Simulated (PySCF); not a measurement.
Building multiplets from coupling constants

Atom-mapped SMILES (the numbers label the heavy atoms): `[CH3:1][CH2:2][O:3][CH2:4][O:5][CH:6]([F:7])[F:8]`. Each H is labelled by its parent atom.

No solvent, no relativistic terms, one averaged value for each set of equivalent atoms, a single conformation. Spin–spin couplings from B3LYP/pcJ-1 (spin–dipole term only in couplings to heteroatoms); shielding tensors at B97-2/pcSseg-1 (GIAO); coordinates at the PBE0-D3(BJ)/def2-SVP level; PySCF 2.14.

Referencing at the same level of theory: 1H (σref 31.38) and 13C (σref 183.69) vs TMS.

Spectrometer: 800 MHz for 1H. First-order analysis; couplings under 1 Hz (under 4 Hz in carbon signals) are ignored, and nearly equal couplings are merged; the smaller ones broaden or split the lines further.

**Question.** What pattern does H(C1) show (1H)?

**Answer.** A triplet at δ 1.29: 8.0 Hz to H(C2) (2 × 1H, 3 bonds away). Lines in Hz from the centre (relative intensity): +8.0 (1), +0.0 (2), -8.0 (1). The outer lines are 16.0 Hz apart, the sum of the couplings kept, or 0.020 ppm at this field.

**Question.** What pattern does H(C2) show (1H)?

**Answer.** A quartet at δ 3.53: 8.0 Hz to H(C1) (3 × 1H, 3 bonds away). Lines in Hz from the centre (relative intensity): +12.0 (1), +4.0 (3), -4.0 (3), -12.0 (1). The outer lines are 24.0 Hz apart, the sum of the couplings kept, or 0.030 ppm at this field.

**Question.** What pattern does H(C6) show (1H)?

**Answer.** A triplet at δ 6.13: 86.1 Hz to F7/F8 (2 × 19F, 2 bonds away). Lines in Hz from the centre (relative intensity): +86.1 (1), +0.0 (2), -86.1 (1). The outer lines are 172.2 Hz apart, the sum of the couplings kept, or 0.215 ppm at this field.

**Question.** What pattern does C1 show in the proton-coupled 13C spectrum?

**Answer.** A quartet at δ 17.0: 133.6 Hz to H(C1) (3 × 1H, 1 bond away). Lines in Hz from the centre (relative intensity): +200.4 (1), +66.8 (3), -66.8 (3), -200.4 (1). The outer lines are 400.8 Hz apart, the sum of the couplings kept, or 1.992 ppm at this field.

Unscaled 3J(H,H) at this level run about 10 % above measured values.
